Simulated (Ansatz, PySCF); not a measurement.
This PySCF input computes a PBE/def2-TZVPD energy:

```python
from pyscf import gto, scf, dft

mol = gto.M(
    atom='''
    Al   -0.00000000   -0.00000000   -0.73119133
    O     0.00000000    0.00000000    0.95029607
    H     0.00000000    0.00000000    1.90311872
    ''',
    basis='def2-tzvpd',
    charge=0,
    spin=0,
    verbose=4,
)

mf = dft.RKS(mol, xc='pbe').density_fit(auxbasis='def2-universal-jkfit')
mf.grids.level = 3
mf.conv_tol = 1e-9
mf.max_cycle = 100
mf.max_memory = 1500
mf.kernel()
if not mf.converged:
    mf = mf.newton()
    mf.kernel(mf.make_rdm1())
mf.analyze()
```

Problem. Write an input for the same energy in Ansatz (a first-principles code) and say what it gives.

Solution. 
Ansatz 0.2 input:
```yaml
crystal:
  periodic: [false, false, false]
  atoms:
    - {symbol: Al, position_ang: [-0.00000000, -0.00000000, -0.73119133]}
    - {symbol: O, position_ang: [0.00000000, 0.00000000, 0.95029607]}
    - {symbol: H, position_ang: [0.00000000, 0.00000000, 1.90311872]}
basis:
  gaussian:
    orbitals: def2-TZVPD
hamiltonian:
  xc: {name: PBE}
output: {forces: true}
```
It gives -318.12005 Eh, and PySCF -318.12008 Eh, a difference of 0.03 mEh, from the treatment of integrals and grids.
